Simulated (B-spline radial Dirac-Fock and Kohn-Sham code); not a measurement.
**Ionisation of each subshell: Os⁵⁵⁺**

System: the Os⁵⁵⁺ ion in the configuration [Ar] 3d3; nuclear rms radius 5.4126 fm (A = 192).

Input file task.json (cfg lists n, l and occupation; rrms is the nuclear radius in fm):

```json
{"items": [{
  "Z": 76,
  "q": 55,
  "cfg": [[1, 0, 2], [2, 0, 2], [2, 1, 6], [3, 0, 2], [3, 1, 6], [3, 2, 3]],
  "A": 192,
  "rrms": 5.4126,
  "do": ["binding"]
}]}
```

Run with: `python xray_run.py task.json out`

Level of theory: Dirac-Fock ΔSCF + Breit + QED; a B-spline atomic structure program. No correlation. Energies are counted from the vacuum level.

All terms are in eV, carry their sign (relaxation lowers the binding energy) and add up to the binding energy; ⟨r⟩ is the mean radius of the orbital in the initial state.

```csv
subshell,−ε (Koopmans),relaxation,Breit,self-energy,vacuum polarisation,binding energy,⟨r⟩ (bohr)
1s,78133.7,-40.58,-252.23,-163.65,31.96,77709.2,0.018
2s,16762.0,-11.31,-29.25,-24.30,4.45,16701.6,0.074
2p1/2,16205.1,-14.45,-46.70,-0.46,0.23,16143.7,0.061
2p3/2,14650.5,-12.20,-27.79,-1.96,-0.15,14608.5,0.069
3s,6351.6,-1.56,-6.65,-6.29,1.12,6338.2,0.183
3p1/2,6118.3,-1.93,-10.81,-0.33,0.07,6105.3,0.173
3p3/2,5730.5,-1.57,-6.31,-0.63,-0.04,5722.0,0.185
3d,5379.2,-2.19,-3.59,0.20,-0.04,5373.6,0.163
```

For the deepest level, K (1s), the Breit terms make up -0.325 % of the binding energy, QED -0.169 % and orbital relaxation -0.052 %.

Going to the tabulated ground configuration of the next ion removes an electron from M4,5 (3d), computed at 5373.6 eV. NIST lists 5421 ± 5 eV as the ionisation energy of this species (theoretical), +47.43 eV from the computed value. Where a p, d or f shell is open in either ion the computed value averages over both j values and all terms, while the table refers to the lowest levels; that difference holds spin-orbit splitting (largest in heavy or highly charged ions), term energies where several electrons share open shells, and correlation, and it can reach 10 % or more.
